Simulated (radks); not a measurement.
The numbers below are computed, except where a source is named.
Species: Dy2+. Configuration: [Xe] 4f10. Code: a radial shooting solver on a logarithmic mesh with Libxc functionals. Model: non-relativistic Kohn-Sham, LB94 model potential, spin-polarised, spherical densities, point nucleus; open shells are filled with parallel spins first (spin-orbit coupling, left out, can overturn this in heavy ions); relativity is left out, which matters for an element this heavy.

Radial electron density D(r) = 4 pi r^2 rho(r):

r (bohr),D(r) (e/bohr),spin D(r)
0.0008772,1.766,0.0000106
0.001005,2.279,0.0000137
0.001161,2.977,0.0000180
0.00133,3.822,0.0000231
0.001536,4.961,0.0000299
0.001759,6.322,0.0000382
0.002032,8.135,0.0000491
0.002328,10.27,0.0000621
0.002689,13.06,0.0000790
0.00308,16.28,0.0000987
0.003557,20.39,0.000124
0.004076,25.00,0.000152
0.004707,30.69,0.000188
0.005393,36.82,0.000227
0.006228,44.02,0.000275
0.007135,51.32,0.000326
0.00824,59.28,0.000387
0.009441,66.61,0.000451
0.0109,73.64,0.000529
0.01249,79.02,0.000616
0.01443,82.84,0.000732
0.01666,84.34,0.000889
0.01909,83.63,0.00109
0.02204,81.18,0.00140
0.02526,78.30,0.00180
0.02917,76.26,0.00236
0.03342,76.86,0.00300
0.03859,81.34,0.00373
0.04421,89.21,0.00434
0.05106,99.76,0.00480
0.0585,109.0,0.00507
0.06756,114.4,0.00573
0.0774,113.4,0.00826
0.08939,106.2,0.0167
0.1024,97.12,0.0366
0.1183,90.62,0.0820
0.1355,90.86,0.164
0.1565,96.76,0.319
0.1793,101.9,0.559
0.2071,99.32,0.950
0.2372,86.66,1.48
0.274,67.19,2.21
0.3164,51.34,3.07
0.3625,46.15,3.90
0.4186,49.66,4.64
0.4796,54.33,5.06
0.5539,53.46,5.11
0.6346,45.71,4.80
0.7329,33.90,4.18
0.8397,23.83,3.44
0.9697,16.78,2.64
1.111,13.13,1.92
1.283,10.75,1.27
1.47,8.683,0.776
1.698,6.299,0.402
1.945,4.114,0.181
2.246,2.253,0.0582
2.574,1.086,0.0116
2.972,0.4145,-0.00165
3.405,0.1364,-0.00226
3.933,0.03307,-0.000932
4.505,0.006754,-0.000250
5.203,0.0009409,-0.0000411

D(r) has 4 maxima, at r = 0.0169, 0.0709, 0.187, 0.507 bohr, and minima at 0.0304, 0.126, 0.363 bohr, inside which lie 1.96, 11.47, 29.71 electrons.
